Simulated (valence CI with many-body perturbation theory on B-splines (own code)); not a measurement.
# Kr15+: E2, M1 decay

Calculated by relativistic CI+MBPT: three valence electrons over a frozen Dirac-Fock core [Ar], radial functions for each j: 7 s, 7 p, 8 d, 6 f, 4 g, 1 h, with the one-electron correlation potential Σ1 (screened to all orders), the two-electron term Σ2, the three-electron term Σ3, Breit, model QED; selected single and double excitations, second order for the rest, scaled by the run's own slope (own B-spline code, finite nucleus).

No measured levels were compared; by estimate terms of the open shell hold to 2 to 4 % of their energy, and close levels can change places. The list stops below the first excitations out of the core. Only levels of the ground parity were solved; by the run's estimate the other parity begins above the list, which can be wrong where configurations are misplaced.

Lines 1 to 50 of 74 in falling wavelength, among levels below 648300 cm⁻¹, chosen from the decays that carry over 1 % of a level's rate. Wavelengths and rates use the calculated energies, so an error of 2000 cm⁻¹ moves a line at 5466 Å by 11 % and its rate by three times that or more. Electric multipoles are in the length gauge, E1 and E2 with the static RPA response of the core. S is in atomic units (e²a₀⁴ for E2 and M2, e²a₀⁶ for E3), for M1 in squared Bohr magnetons. Weak lines are less certain than strong ones. Lines between different terms over intervals too small for the method are left out, as are lines whose strength nearly cancels. Intervals below about 2000 cm⁻¹, as at the head of this list, are uncertain by tens of per cent. The highest levels of a list are the least certain.

Names give the largest LS component (configuration and term), which can be under half, so a name can repeat, a term be missing and a line seem to break the LS rules; names also repeat where a configuration has a term twice. Letters in brackets count levels of one name in rising energy.

| λ vac (Å) | Upper | Lower | Type | A (s⁻¹) | S (a.u.) |
| --- | --- | --- | --- | --- | --- |
| 74340 | 3d³ ⁴P_1/2 | 3d³ ⁴P_3/2 | M1 | 8.72e-02 | 2.66e+00 |
| 16920 | 3d³ ⁴F_5/2 | 3d³ ⁴F_3/2 | M1 | 8.70e+00 | 9.37e+00 |
| 15060 | 3d³ ⁴F_7/2 | 3d³ ⁴F_5/2 | M1 | 1.24e+01 | 1.25e+01 |
| 14920 | 3d³ ⁴F_9/2 | 3d³ ⁴F_7/2 | M1 | 7.85e+00 | 9.68e+00 |
| 9536 | 3d³ ⁴P_5/2 | 3d³ ⁴P_3/2 | M1 | 1.41e+01 | 2.72e+00 |
| 7681 | 3d³ ²D_5/2 [a] | 3d³ ²D_3/2 [a] | M1 | 1.72e+01 | 1.73e+00 |
| 6416 | 3d³ ²P_3/2 | 3d³ ²P_1/2 | M1 | 2.43e+01 | 9.51e-01 |
| 5466 | 3d³ ²D_3/2 [a] | 3d³ ⁴P_1/2 | M1 | 1.85e+01 | 4.48e-01 |
| 5322 | 3d³ ²H_11/2 | 3d³ ²G_9/2 | M1 | 2.68e+01 | 1.80e+00 |
| 5176 | 3d³ ²H_9/2 | 3d³ ²G_9/2 | M1 | 4.80e+01 | 2.47e+00 |
| 5139 | 3d³ ²P_3/2 | 3d³ ²D_3/2 [a] | M1 | 6.34e+01 | 1.28e+00 |
| 5092 | 3d³ ²D_3/2 [a] | 3d³ ⁴P_3/2 | M1 | 5.97e+01 | 1.17e+00 |
| 4511 | 3d³ ²P_1/2 | 3d³ ⁴P_1/2 | M1 | 9.04e+01 | 6.15e-01 |
| 4510 | 3d³ ²D_5/2 [a] | 3d³ ⁴P_5/2 | M1 | 1.10e+01 | 2.25e-01 |
| 4452 | 3d³ ²H_9/2 | 3d³ ²G_7/2 | M1 | 4.57e+01 | 1.49e+00 |
| 3495 | 3d³ ²P_3/2 | 3d³ ⁴P_5/2 | M1 | 5.58e+01 | 3.53e-01 |
| 3062 | 3d³ ²D_5/2 [a] | 3d³ ⁴P_3/2 | M1 | 3.92e+00 | 2.50e-02 |
| 3013 | 3d³ ²F_5/2 | 3d³ ²D_5/2 [a] | M1 | 2.98e+00 | 1.81e-02 |
| 2975 | 3d³ ²F_7/2 | 3d³ ²H_9/2 | M1 | 1.35e+00 | 1.06e-02 |
| 2887 | 3d³ ²G_9/2 | 3d³ ⁴F_9/2 | M1 | 7.83e+01 | 6.99e-01 |
| 2696 | 3d³ ⁴P_3/2 | 3d³ ⁴F_5/2 | M1 | 1.12e+01 | 3.26e-02 |
| 2649 | 3d³ ²P_3/2 | 3d³ ⁴P_1/2 | M1 | 3.27e+00 | 9.01e-03 |
| 2618 | 3d³ ²G_7/2 | 3d³ ⁴F_7/2 | M1 | 4.53e+01 | 2.41e-01 |
| 2601 | 3d³ ⁴P_1/2 | 3d³ ⁴F_5/2 | E2 | 6.77e-02 | 1.44e-02 |
| 2443 | 3d³ ⁴P_5/2 | 3d³ ⁴F_7/2 | M1 | 3.60e+00 | 1.17e-02 |
| 2419 | 3d³ ²G_9/2 | 3d³ ⁴F_7/2 | M1 | 4.46e+01 | 2.34e-01 |
| 2325 | 3d³ ⁴P_3/2 | 3d³ ⁴F_3/2 | M1 | 2.18e+01 | 4.07e-02 |
| 2255 | 3d³ ⁴P_1/2 | 3d³ ⁴F_3/2 | M1 | 1.93e+00 | 1.64e-03 |
| 2255 | 3d³ ⁴P_1/2 | 3d³ ⁴F_3/2 | E2 | 2.34e-01 | 2.44e-02 |
| 2230 | 3d³ ²G_7/2 | 3d³ ⁴F_5/2 | M1 | 6.34e+01 | 2.09e-01 |
| 2164 | 3d³ ²F_5/2 | 3d³ ²D_3/2 [a] | M1 | 9.80e-01 | 2.21e-03 |
| 2102 | 3d³ ⁴P_5/2 | 3d³ ⁴F_5/2 | M1 | 2.41e+00 | 4.98e-03 |
| 1889 | 3d³ ²F_7/2 | 3d³ ²G_9/2 | M1 | 9.03e+00 | 1.81e-02 |
| 1872 | 3d³ ²H_11/2 | 3d³ ⁴F_9/2 | M1 | 4.12e+00 | 1.20e-02 |
| 1853 | 3d³ ²H_9/2 | 3d³ ⁴F_9/2 | M1 | 1.96e+01 | 4.62e-02 |
| 1822 | 3d³ ²D_5/2 [b] | 3d³ ²F_5/2 | M1 | 1.14e+02 | 1.54e-01 |
| 1806 | 3d³ ²F_5/2 | 3d³ ⁴P_5/2 | M1 | 8.44e+00 | 1.11e-02 |
| 1783 | 3d³ ²F_7/2 | 3d³ ²G_7/2 | M1 | 4.41e+01 | 7.41e-02 |
| 1763 | 3d³ ²D_3/2 [a] | 3d³ ⁴F_5/2 | M1 | 1.34e+02 | 1.09e-01 |
| 1761 | 3d³ ²D_3/2 [b] | 3d³ ²F_5/2 | M1 | 7.87e+01 | 6.37e-02 |
| 1757 | 3d³ ²D_5/2 [b] | 3d³ ²F_7/2 | M1 | 7.15e+01 | 8.63e-02 |
| 1721 | 3d³ ²F_5/2 | 3d³ ²G_7/2 | M1 | 2.80e+01 | 3.17e-02 |
| 1649 | 3d³ ²H_9/2 | 3d³ ⁴F_7/2 | M1 | 1.56e+01 | 2.59e-02 |
| 1596 | 3d³ ²D_3/2 [a] | 3d³ ⁴F_3/2 | M1 | 8.35e+01 | 5.04e-02 |
| 1584 | 3d³ ²D_5/2 [a] | 3d³ ⁴F_7/2 | M1 | 1.65e+02 | 1.46e-01 |
| 1519 | 3d³ ²F_5/2 | 3d³ ⁴P_3/2 | M1 | 3.59e+00 | 2.80e-03 |
| 1503 | 3d³ ²P_1/2 | 3d³ ⁴F_3/2 | M1 | 2.93e+00 | 7.37e-04 |
| 1434 | 3d³ ²D_5/2 [a] | 3d³ ⁴F_5/2 | M1 | 2.55e+01 | 1.67e-02 |
| 1322 | 3d³ ²D_5/2 [a] | 3d³ ⁴F_3/2 | M1 | 5.36e+00 | 2.75e-03 |
| 1312 | 3d³ ²P_3/2 | 3d³ ⁴F_5/2 | M1 | 8.24e+01 | 2.76e-02 |
